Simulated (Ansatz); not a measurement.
Z-matrix (Å, degrees):
```
C
C 1 1.529
H 1 1.093 2 111.2
H 1 1.094 2 111.1 3 -119.8
H 1 1.092 2 111.4 3 120.4
Si 2 1.897 1 110.8 3 -177.6
C 2 1.495 1 112.2 3 61.1
H 2 1.097 1 110.3 3 -60.3
H 6 1.487 2 109.5 1 -65.0
H 6 1.485 2 110.2 1 174.6
H 6 1.488 2 109.1 1 54.2
N 7 1.265 2 128.7 1 -139.8
H 7 1.097 2 114.7 1 41.6
H 12 1.023 7 110.8 2 1.4
```

The species carries charge 0 and has multiplicity 1.

Question: List the PBE0/def2-TZVPP orbital energies in eV (the Gaussian-basis code of Ansatz). (Best estimate.)

Answer: Ansatz gave: Occupied: -1802.62, -390.95, -279.51, -278.68, -278.46, -144.99, -99.64, -99.64, -99.63, -25.44, -22.05, -18.48, -16.66, -15.06, -13.65, -12.46, -11.93, -11.38, -10.60, -10.23, -9.73, -9.66, -8.30, -7.47. Lowest empty: -0.34, 0.51, 1.16, 1.38, 1.51, 1.88, 2.18, 2.56.
